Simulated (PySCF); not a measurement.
## Spinor energies of Pb (lead, neutral)

Start: [Xe] 4f14 5d10 6s1 6p3; 6s1/2 filled at m_j = +1/2; 6p3/2 filled at m_j = -1/2, +1/2, +3/2. Calculated with PySCF 2.14 in x2c-TZVPall-2c (11s11p9d3f, 110 functions): generalised Hartree-Fock with the X2C-1e Hamiltonian and a Gaussian nucleus; spin-orbit coupling (SO) screened by Boettger's factors. This is a chosen level, not necessarily the ground level.

```json
{"spinor shell": "1s1/2", "electrons": "2", "ε, screened SO (eV)": "-88471.8", "weight of nominal j (screened SO)": "1.000", "rms radius, screened SO (bohr)": "0.0181"}
{"spinor shell": "2s1/2", "electrons": "2", "ε, screened SO (eV)": "-15979.5", "weight of nominal j (screened SO)": "1.000", "rms radius, screened SO (bohr)": "0.0730"}
{"spinor shell": "2p1/2", "electrons": "2", "ε, screened SO (eV)": "-15321.7", "weight of nominal j (screened SO)": "1.000", "rms radius, screened SO (bohr)": "0.0617"}
{"spinor shell": "2p3/2", "electrons": "4", "ε, screened SO (eV)": "-13127.2", "weight of nominal j (screened SO)": "1.000", "rms radius, screened SO (bohr)": "0.0700"}
{"spinor shell": "3s1/2", "electrons": "2", "ε, screened SO (eV)": "-3908.8", "weight of nominal j (screened SO)": "1.000", "rms radius, screened SO (bohr)": "0.186"}
{"spinor shell": "3p1/2", "electrons": "2", "ε, screened SO (eV)": "-3612.9", "weight of nominal j (screened SO)": "1.000", "rms radius, screened SO (bohr)": "0.178"}
{"spinor shell": "3p3/2", "electrons": "4", "ε, screened SO (eV)": "-3116.4", "weight of nominal j (screened SO)": "1.000", "rms radius, screened SO (bohr)": "0.195"}
{"spinor shell": "3d3/2", "electrons": "4", "ε, screened SO (eV)": "-2635.3", "weight of nominal j (screened SO)": "1.000", "rms radius, screened SO (bohr)": "0.170"}
{"spinor shell": "3d5/2", "electrons": "6", "ε, screened SO (eV)": "-2530.1", "weight of nominal j (screened SO)": "1.000", "rms radius, screened SO (bohr)": "0.175"}
{"spinor shell": "4s1/2", "electrons": "2", "ε, screened SO (eV)": "-924.86", "weight of nominal j (screened SO)": "1.000", "rms radius, screened SO (bohr)": "0.408"}
{"spinor shell": "4p1/2", "electrons": "2", "ε, screened SO (eV)": "-795.69", "weight of nominal j (screened SO)": "1.000", "rms radius, screened SO (bohr)": "0.412"}
{"spinor shell": "4p3/2", "electrons": "4", "ε, screened SO (eV)": "-672.44", "weight of nominal j (screened SO)": "1.000", "rms radius, screened SO (bohr)": "0.446"}
{"spinor shell": "4d3/2", "electrons": "4", "ε, screened SO (eV)": "-461.71", "weight of nominal j (screened SO)": "1.000", "rms radius, screened SO (bohr)": "0.455"}
{"spinor shell": "4d5/2", "electrons": "6", "ε, screened SO (eV)": "-438.06", "weight of nominal j (screened SO)": "1.000", "rms radius, screened SO (bohr)": "0.466"}
{"spinor shell": "5s1/2", "electrons": "2", "ε, screened SO (eV)": "-167.96", "weight of nominal j (screened SO)": "1.000", "rms radius, screened SO (bohr)": "0.916"}
{"spinor shell": "4f5/2", "electrons": "6", "ε, screened SO (eV)": "-162.51", "weight of nominal j (screened SO)": "1.000", "rms radius, screened SO (bohr)": "0.493"}
{"spinor shell": "4f7/2", "electrons": "8", "ε, screened SO (eV)": "-157.53", "weight of nominal j (screened SO)": "1.000", "rms radius, screened SO (bohr)": "0.495"}
{"spinor shell": "5p1/2", "electrons": "2", "ε, screened SO (eV)": "-121.81", "weight of nominal j (screened SO)": "1.000", "rms radius, screened SO (bohr)": "0.983"}
{"spinor shell": "5p3/2", "electrons": "4", "ε, screened SO (eV)": "-98.740", "weight of nominal j (screened SO)": "1.000", "rms radius, screened SO (bohr)": "1.07"}
{"spinor shell": "5d3/2", "electrons": "4", "ε, screened SO (eV)": "-32.106", "weight of nominal j (screened SO)": "0.988", "rms radius, screened SO (bohr)": "1.37"}
{"spinor shell": "5d5/2", "electrons": "6", "ε, screened SO (eV)": "-29.067", "weight of nominal j (screened SO)": "0.992", "rms radius, screened SO (bohr)": "1.41"}
{"spinor shell": "6s1/2", "electrons": "1", "ε, screened SO (eV)": "-19.695", "weight of nominal j (screened SO)": "1.000", "rms radius, screened SO (bohr)": "2.56"}
{"spinor shell": "6p3/2", "electrons": "3", "ε, screened SO (eV)": "-8.420", "weight of nominal j (screened SO)": "0.566", "rms radius, screened SO (bohr)": "3.33"}
```

```tsv
quantity	screened SO
E (hartree)	-20903.31989
M_J	2
⟨J²⟩	6.013
⟨L²⟩	0.325
⟨S²⟩	5.971
```

Each row is a mean over spinors that exchange with the open shell spreads, by up to 1.527 eV (6p3/2).

Rows whose weight is well below 1 are mixtures of j = l ± 1/2: exchange outweighs spin-orbit coupling there, and the label is only the starting occupation.

Breit and QED terms are absent; they matter most for the inner s and p1/2 levels.

Densities and radii are taken from the X2C orbitals without a picture-change correction, which distorts them close to the nucleus.
